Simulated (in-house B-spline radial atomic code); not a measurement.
A run on the terbium ion Tb⁺ (an excited or competing configuration) that did not converge. Method: scalar-relativistic (X2C) wB97X, spin-polarised, spherical fractional occupations, exact exchange averaged over the configuration, Fermi nucleus of rms radius 5.06 fm; computed with an all-electron radial atomic-structure program (B-spline basis).

Command:
```bash
python run_scf.py task.json out
```
Settings (nuclear radius in fm, mass in u):
```
Z                65
configuration    [Kr] 4d10 4f9 5s2 5p5 6s1 7f1
hamiltonian      x2c
method           wb97x
spin_polarised   True
nucleus          fermi
rms_radius       5.06
atomic_mass      158.92535
speed_of_light   137.035999084
exact_exchange   averaged over the configuration
```

First and last ten iterations of the last attempt (damped for 15 steps, keeping 80 % of the old Fock matrix, then DIIS):
```
 iter        energy (Eh)    residual
    1      -11658.304651    7.34e-01
    2      -11672.048410    1.33e+00
    3      -11689.433949    8.12e-01
    4      -11698.890104    5.00e-01
    5      -11703.645856    3.40e-01
    6      -11705.852298    2.38e-01
    7      -11706.841117    1.61e-01
    8      -11707.272903    1.09e-01
    9      -11707.459074    7.69e-02
   10      -11707.543860    5.44e-02
  111      -11707.647942    9.91e-05
  112      -11707.647890    1.37e-04
  113      -11707.647944    2.01e-04
  114      -11707.647961    1.93e-04
  115      -11707.647954    2.37e-04
  116      -11707.647954    2.69e-04
  117      -11707.647955    2.10e-04
  118      -11707.647955    3.03e-04
  119      -11707.647954    1.94e-04
  120      -11707.647955    3.56e-04
 not converged after 120 iterations
```

The smallest residual met was 3.9e-05; the threshold is about 6e-07. Over the last five steps the energy moves by less than 4e-06 hartree, but the orbitals didn't meet the threshold. Cost of the run: 99 s on 1 thread of Intel(R) Xeon(R) Platinum 8259CL CPU @ 2.50GHz, with other jobs on the host.
